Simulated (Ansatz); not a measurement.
Ga2N2. Charge 0, multiplicity 1. Geometry PBE-D4/def2-SVP, basis def2-TZVP, Ansatz.

```
atom    x (Å)    y (Å)    z (Å)
 Ga1  -1.9611  -0.4940  -0.5410
 Ga2   1.9612   0.4939   0.5407
  N3   0.0642  -0.5565   0.2755
  N4  -0.0642   0.5566  -0.2753
```

| run | HOMO (eV) | LUMO (eV) |
| --- | --- | --- |
| A | -4.44 | -2.43 |
| B | -6.31 | -0.52 |
| C | -5.33 | -1.40 |
| D | -4.23 | -2.58 |
| E | -5.16 | -1.47 |

Another isomer (triplet) lies 0.19 eV lower at PBE0-D4/def2-TZVP; other spin states weren't run for this one.

Task: The runs used CAM-B3LYP, PBE, PBE0, r2SCAN, r2SCAN0. Estimate which is which.

Result: A r2SCAN (0 % exact exchange); B CAM-B3LYP (range-separated); C r2SCAN0 (25 % exact exchange); D PBE (0 % exact exchange); E PBE0 (25 % exact exchange). Exact exchange lowers occupied and raises empty levels; among semilocal functionals meta-GGAs tend to open the gap a little, and such runs are hard to tell apart. The gap grows from 1.65 eV (PBE) to 5.78 eV (CAM-B3LYP).
